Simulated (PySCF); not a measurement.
Compound: C2H7Ge2P.
Bonds: C1–C2 (triple), C2–Ge3, Ge3–P4, P4–Ge5. Hydrogens: H6 on C1; H7, H8 on Ge3; H9 on P4; H10, H11, H12 on Ge5.

Method used: PBE0-D3(BJ)/def2-SVP geometry optimisation, gas phase in PySCF 2.14.0.

**Question.** What internal coordinates does the optimisation give?

**Answer.** 
| bond | length (Å) |
| --- | --- |
| C1≡C2 | 1.217 |
| C2–Ge3 | 1.904 |
| Ge3–P4 | 2.324 |
| P4–Ge5 | 2.330 |
| C1–H6 | 1.076 |
| Ge3–H7, Ge3–H8 | 1.536 |
| P4–H9 | 1.429 |
| Ge5–H10, Ge5–H11, Ge5–H12 | 1.538 |

Bonds in one row agree within 0.01 Å and their mean is given. A selection of angles:
| angle | degrees |
| --- | --- |
| C2–C1–H6 | 179.7 |
| C1–C2–Ge3 | 176.7 |
| C2–Ge3–P4 | 111.9 |
| C2–Ge3–H7 | 108.3 |
| C2–Ge3–H8 | 108.7 |
| P4–Ge3–H7 | 108.7 |
| H7–Ge3–H8 | 110.4 |
| Ge3–P4–Ge5 | 97.3 |
| Ge3–P4–H9 | 93.9 |
| Ge5–P4–H9 | 94.7 |
| P4–Ge5–H10 | 107.2 |
| P4–Ge5–H11 | 112.9 |
| H10–Ge5–H11 | 109.7 |

Dihedral angles: C2–Ge3–P4–Ge5 41° (synclinal). The mirror-image conformer, all signs reversed, is as good.

P4 (three-coordinate phosphorus) is pyramidal (angles 97.3°, 94.7° and 93.9°, sum 285.9°, 0.99 Å off the plane of its three neighbours). Ge5 (germanium bonded to P and 3 H) is tetrahedral (angles from 107.2° to 112.9°). Ge3 (germanium bonded to C, P and 2 H) is tetrahedral (angles from 108.3° to 111.9°).

Point group: C1 (no symmetry element, even within 0.4 Å). Not checked by PBE0-D3(BJ)/def2-SVP frequencies. One conformer, not necessarily the lowest.

On Arm Neoverse V1, one thread, shared host with 32 logical CPUs at a one-minute load of 24, this took 2.6 min wall and 0.63 GiB of memory at its peak. This is the geometry optimisation.
